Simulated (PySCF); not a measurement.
Compound: C3H8O4Si.
Atom-mapped SMILES: `[CH3:1][O:2][SiH2:3][O:4][CH2:5][C:6](=[O:7])[OH:8]` (hydrogens: H9, H10, H11 on C1; H12, H13 on Si3; H14, H15 on C5; H16 on O8)

The calculation used PySCF, PBE0-D3(BJ)/def2-SVP geometry optimisation, gas phase.

Problem. List the bond lengths, angles and torsions at this level.

Solution. 
| bond | length (Å) | order |
| --- | --- | --- |
| C1–O2 | 1.395 | single |
| O2–Si3 | 1.664 | single |
| Si3–O4 | 1.669 | single |
| O4–C5 | 1.372 | single |
| C5–C6 | 1.507 | single |
| C6=O7 | 1.205 | double |
| C6–O8 | 1.328 | single |
| C1–H9, C1–H10, C1–H11 | 1.105 | single |
| Si3–H12, Si3–H13 | 1.491 | single |
| C5–H14, C5–H15 | 1.107 | single |
| O8–H16 | 0.970 | single |

Bonds in one row agree within 0.01 Å and their mean is given. Orders are formal, as drawn. A selection of angles:
| angle | degrees |
| --- | --- |
| O2–C1–H9 | 109.0 |
| O2–C1–H10 | 112.5 |
| O2–C1–H11 | 112.4 |
| H9–C1–H10 | 107.5 |
| C1–O2–Si3 | 122.7 |
| O2–Si3–O4 | 99.8 |
| O2–Si3–H12 | 108.2 |
| O4–Si3–H12 | 113.4 |
| H12–Si3–H13 | 112.8 |
| Si3–O4–C5 | 132.7 |
| O4–C5–C6 | 112.7 |
| O4–C5–H14 | 111.5 |
| C6–C5–H14 | 107.5 |
| H14–C5–H15 | 105.9 |
| C5–C6–O7 | 122.8 |
| C5–C6–O8 | 113.3 |
| O7–C6–O8 | 123.9 |
| C6–O8–H16 | 107.4 |

Torsions: C1–O2–Si3–O4 179° (antiperiplanar); O2–Si3–O4–C5 180° (antiperiplanar); Si3–O4–C5–C6 1° (synperiplanar); O4–C5–C6–O7 0° (synperiplanar); H16–O8–C6–C5 180° (antiperiplanar). The mirror-image conformer, all signs reversed, is as good.

The 8 heavy atoms lie in one plane (0.006 Å rms). O8 (acid hydroxyl oxygen) is bent (angle 107.4°). O2 (silyl ether oxygen) is bent (angle 122.7°). Si3 (oxygen-bound silicon) is distorted tetrahedral (angles from 99.8° to 113.8°). Of the pairs four or more bonds apart, Si3···O7 is among the closest relative to their van der Waals radii: 2.66 Å, 74 % of the sum of Bondi's values. The C–O distances run from 1.205 Å (C6=O7, drawn double) to 1.395 Å (C1–O2, drawn single), a spread of 0.190 Å.

Point group: near Cs, missed by 0.12 Å at most; the miss may be what the optimiser left on a soft mode. Not checked by PBE0-D3(BJ)/def2-SVP frequencies. One conformer, not necessarily the lowest (C1–O2–Si3–O4 179°, O2–Si3–O4–C5 180°, Si3–O4–C5–C6 1°, O4–C5–C6–O7 0°, C5–C6–O8–H 180°).

Cost: about 2.1 min of CPU time on one thread; the machine was shared, so the figure is rough. This is the geometry optimisation.
